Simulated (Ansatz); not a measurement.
Reaction (formal exchange of groups at the Al–N bond): `[NH2][Al]([F])[SiH3]` + `C[SiH2]C(C)=S` → `C[SiH2][Al]([F])[SiH3]` + `CC(N)=S`

Gas-phase electronic energies from Ansatz, PBE0-D4/def2-TZVP geometries. CBS: MP2 limit from def2 TZ/QZ plus the TZ coupled-cluster correction, frozen cores. Functionals use def2-TZVPP. One conformer a species, not always the lowest.

`[NH2][Al]([F])[SiH3]`:

Cartesian coordinates in Å:
```
N 0.681 -0.195 -1.898
Al -0.354 -0.622 -0.541
F -1.436 -1.851 -0.777
Si -0.251 0.505 1.617
H 1.376 0.534 -1.872
H 0.666 -0.636 -2.804
H -1.544 1.168 1.940
H 0.052 -0.455 2.715
H 0.811 1.551 1.620
```

`C[SiH2]C(C)=S`:

Z-matrix (Å, degrees):
```
C
Si 1 1.857
H 1 1.093 2 110.2
H 1 1.091 2 110.6 3 120.3
H 1 1.091 2 110.6 3 -120.3
C 2 1.897 1 112.7 3 179.9
H 2 1.492 1 111.6 3 -59.9
H 2 1.492 1 111.6 3 59.8
S 6 1.620 2 119.8 1 -0.4
C 6 1.491 2 117.5 1 179.7
H 10 1.090 6 111.9 2 180.0
H 10 1.096 6 109.9 2 58.0
H 10 1.096 6 109.9 2 -58.1
```

`C[SiH2][Al]([F])[SiH3]`:

```xyz
13

C    -1.574    1.469    0.442
Si   -0.286    1.482   -0.930
Al    1.189   -0.483   -0.838
F     2.406   -0.574   -1.961
Si    1.078   -2.341    0.771
H    -1.099    1.476    1.426
H    -2.203    0.578    0.380
H    -2.221    2.346    0.373
H     0.534    2.727   -0.838
H    -0.969    1.522   -2.258
H    -0.322   -2.540    1.249
H     1.563   -3.634    0.212
H     1.904   -2.026    1.974
```

`CC(N)=S`:

Cartesian coordinates in Å:
```
C 0.545 0.828 -0.479
C -0.301 0.062 0.494
N -0.486 -1.226 0.173
S -0.936 0.730 1.854
H 0.519 1.888 -0.245
H 1.581 0.480 -0.418
H 0.200 0.672 -1.506
H -1.028 -1.808 0.788
H -0.094 -1.626 -0.662
```

Q: Is it downhill or uphill in electronic energy at CCSD(T)/CBS, and by how much? (Best estimate.)

A: Computed: Uphill: ΔE = +87.2 kJ/mol.

Q: What do these levels give: PBE-D4, ωB97M-V, PBE, MP2/def2-TZVPP, SCS-MP2/def2-QZVPP, HF/CBS(def2)? (Estimate.)

A: Ansatz gave: PBE-D4 50.9, ωB97M-V 80.6, PBE 47.7, MP2/def2-TZVPP 94.1, SCS-MP2/def2-QZVPP 95.5, HF/CBS(def2) 75.5 kJ/mol.

Largest T1 diagnostic among the species: 0.016.

In def2-TZVPP, CCSD(T) changes the Hartree–Fock value by +11.2 kJ/mol (the triples alone add +0.2 kJ/mol) and MP2 by +20.2 kJ/mol. From PBE to PBE0 (25 % exact exchange), in def2-TZVPP and without D4, ΔE moves by +4.5 kJ/mol. The D4 term adds +5.3 kJ/mol with B3LYP and +2.7 kJ/mol with PBE0; it sums over pairs of atoms, weighted by their polarisabilities, and B3LYP, whose exchange is more repulsive, gets the larger term.

B3LYP here is the variant with VWN-RPA as its local correlation; programs differ in this.
